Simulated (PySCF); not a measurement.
Species: C4H4F3N.
Structure used (GFN2-xTB), in Å, numbered top down from 1:
```
atom  x, y, z in Å
N1     2.826    0.552   -0.614
C2     1.866   -0.131   -0.178
C3     0.454    0.244   -0.181
C4    -0.522   -0.521    0.305
F5    -0.287   -1.727    0.847
C6    -1.984   -0.149    0.313
F7    -2.203    0.919    1.119
F8    -2.384    0.232   -0.924
H9     2.573    1.459   -1.006
H10    2.104   -1.102    0.245
H11    0.182    1.202   -0.603
H12   -2.623   -0.979    0.650
```

Computed with wB97X-D/def2-SVPD in PySCF (dipole) on a GFN2-xTB geometry, gas phase.

Take the most abundant isotopes and a rigid rotor. The values belong to one conformer with, in the numbering `[H]/[N:1]=[CH:2]\[CH:3]=[C:4](/[F:5])[CH:6]([F:7])[F:8]`, N1–C2–C3–C4 180°, C3–C4–C6–F7 -65°.

Give the principal moments of inertia and the rotational constants in MHz.

Ia = 143.42, Ib = 453.77, Ic = 509.79 u·Å²; 505379 MHz·u·Å²/I gives A = 3524, B = 1114, C = 991.3 MHz.

What kind of rotor is it?

A near-prolate asymmetric top. Ray's parameter κ = (2B − A − C)/(A − C) = -0.903; −1 is the prolate and +1 the oblate limit.

Is it planar, by Δ = Ic − Ia − Ib?

Not planar: Δ = Ic − Ia − Ib = -87.40 u·Å². For a rigid frame Δ = −2 Σ m c², so Σ m c² = 43.70 u·Å² lies off the ab plane: 0.08 from hydrogen and 43.62 from heavier atoms. The atom farthest from that plane is 1.12 Å away.

Give the other two planar moments, Paa and Pbb, and the rms extents of the mass along the axes.

Paa = Σ m a² = (Ib + Ic − Ia)/2 = 410.07 and Pbb = Σ m b² = (Ia + Ic − Ib)/2 = 99.72 u·Å². With the mass M = 123.03 u, the rms extents √(P/M) along a, b and c are 1.83, 0.90, 0.60 Å.

Predict some low-J microwave lines.

The dipole components are |μa| = 1.58 D, |μb| = 0.21 D, |μc| = 0.24 D. The squared components, which scale the intensities, stand as 1.00 : 0.02 : 0.02 (a : b : c). Some lines, for components of 0.1 D or more:

```csv
type,branch,"J(Ka,Kc)",MHz,lower level (cm⁻¹)
a,Q,"2(1,1) ← 2(1,2)",367,0.287
a,R,"1(0,1) ← 0(0,0)",2105,0.000
c,Q,"2(1,2) ← 2(0,2)",2292,0.211
c,Q,"1(1,1) ← 1(0,1)",2410,0.070
b,Q,"1(1,0) ← 1(0,1)",2532,0.070
b,Q,"2(1,1) ← 2(0,2)",2659,0.211
a,R,"2(1,1) ← 1(1,0)",4333,0.155
b,R,"1(1,1) ← 0(0,0)",4515,0.000
c,R,"1(1,0) ← 0(0,0)",4638,0.000
b,R,"2(1,2) ← 1(0,1)",6498,0.070
c,R,"2(1,1) ← 1(0,1)",6865,0.070
c,Q,"2(2,1) ← 2(1,1)",7230,0.299
b,Q,"2(2,0) ← 2(1,1)",7235,0.299
b,Q,"2(2,1) ← 2(1,2)",7597,0.287
c,R,"2(2,0) ← 1(1,0)",11567,0.155
c,R,"2(2,1) ← 1(1,1)",11685,0.151
b,R,"2(2,0) ← 1(1,1)",11690,0.151
```

Stationary, but not proved a minimum. Zero-point vibration and centrifugal distortion are left out. Quadrupole hyperfine structure (14N) is left out.

The run took 55 s wall on one thread, x86-64 server, on a shared host. This is the wB97X-D/def2-SVPD job that gave the dipole, with the excitations it also computed.
